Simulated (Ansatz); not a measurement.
`[OH][Zr]([F])([F])[F]` + H₂S → `[OH][Zr]([F])([F])[SH]` + H–F at 700 K and 1 bar (ligand exchange at a Zr–F bond).

Program: Ansatz. Geometries: PBE0-D4/def2-TZVP. ΔE: electronic, gas phase. CCSD(T)/CBS is the MP2 limit (def2-TZVPP, def2-QZVPP) plus CCSD(T) − MP2 in def2-TZVPP, frozen cores. This one scheme is used for every species. def2 core potentials past Kr. For Zr outer-core shells are correlated without core-valence functions, which leaves a few kJ/mol of doubt a bond. One conformer a species, not always the lowest.

| species | CCSD(T)/CBS energy (Eh) | H − E (kJ/mol) | S (J/(mol·K)) |
| --- | --- | --- | --- |
| `[OH][Zr]([F])([F])[F]` | -422.45878 | 115.5 | 443.9 |
| H₂S | -398.97279 | 64.8 | 236.9 |
| `[OH][Zr]([F])([F])[SH]` | -721.00451 | 143.3 | 498.4 |
| H–F | -100.39570 | 45.2 | 198.5 |

H − E and S are ideal-gas, rigid-rotor, harmonic terms from PBE0-D4/def2-TZVP, for one conformer and one mirror image of each species. 1 Eh = 2625.50 kJ/mol, R = 8.31446 J/(mol·K).

Problem. By hand: ΔE, ΔH, ΔS and ΔG.

Solution. ΔE = (-721.00451) + (-100.39570) − (-422.45878) − (-398.97279) = 0.03136 Eh = 82.3 kJ/mol. Δ(H − E) = 143.3 + 45.2 − 115.5 − 64.8 = 8.2, so ΔH = 90.5 kJ/mol. ΔS = 498.4 + 198.5 − 443.9 − 236.9 = 16.1 J/(mol·K). ΔG = 90.5 − 700 × (16.1)/1000 = 79.2 kJ/mol.

Problem. By hand: the equilibrium constant, and the temperature at which ΔG would vanish if ΔH and ΔS stayed fixed.

Solution. log₁₀ K = −ΔG/(RT ln 10) = -5.9. ΔG = 0 at ΔH/ΔS = 5621 K, far beyond where these terms or the molecules hold.

ΔH outweighs TΔS. A doubt of 5 kJ/mol in ΔE shifts log₁₀ K by 0.4 here. Other conformers and mirror images would add mixing entropy, several J/(mol·K) or more a flexible species. These are equilibria of isolated gas molecules and say nothing of rates. Largest T1 diagnostic: 0.017 (customary marks: 0.02 for closed shells, 0.045 for open ones).
